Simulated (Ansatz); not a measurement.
`C#CS` and `SC#C[TeH]` differ in one atom or group.

Ansatz, PBE0-D4/def2-TZVP geometries, multiplicity 1. Each molecule was computed in one conformer, which needn't be the lowest.

Elements past krypton have def2 core potentials.

| property | `C#CS` |
| --- | --- |
| size of the dipole moment (ωB97M-V/def2-TZVPP) / D | 0.81 |
| size of the dipole moment (PBE/def2-TZVPP) / D | 0.81 |
| HOMO energy (PBE/def2-TZVPP) / eV | -5.83 |
| HOMO–LUMO gap (PBE/def2-TZVPP) / eV | 4.52 |
| HOMO energy (B3LYP/def2-TZVPP) / eV | -6.74 |
| HOMO energy (PBE0/def2-TZVPP) / eV | -6.97 |

**Question.** Give the same properties after the change, and the shifts. (Estimate.)

**Answer.** The calculation gave: 
```json
{"property": "size of the dipole moment (ωB97M-V/def2-TZVPP) / D", "`SC#C[TeH]`": "0.81", "shift": "0.00"}
{"property": "size of the dipole moment (PBE/def2-TZVPP) / D", "`SC#C[TeH]`": "0.82", "shift": "0.01"}
{"property": "HOMO energy (PBE/def2-TZVPP) / eV", "`SC#C[TeH]`": "-5.44", "shift": "0.39"}
{"property": "HOMO–LUMO gap (PBE/def2-TZVPP) / eV", "`SC#C[TeH]`": "3.69", "shift": "-0.83"}
{"property": "HOMO energy (B3LYP/def2-TZVPP) / eV", "`SC#C[TeH]`": "-6.23", "shift": "0.51"}
{"property": "HOMO energy (PBE0/def2-TZVPP) / eV", "`SC#C[TeH]`": "-6.44", "shift": "0.53"}
```

With PBE0 the HOMO rises by 0.53 eV and the LUMO falls by 0.62 eV, so the gap narrows by about 1.15 eV. PBE moves the HOMO by 0.39 eV and ωB97M-V by 0.64 eV. The zero-point energy changes by -5.5 kJ/mol with +3 modes. Dipoles are sizes alone; their direction can turn.

B3LYP here is the variant with VWN-RPA as its local correlation; programs differ in this.

Spin–orbit coupling is left out; it splits and shifts lone-pair levels of the heavy atoms by tenths of an eV.
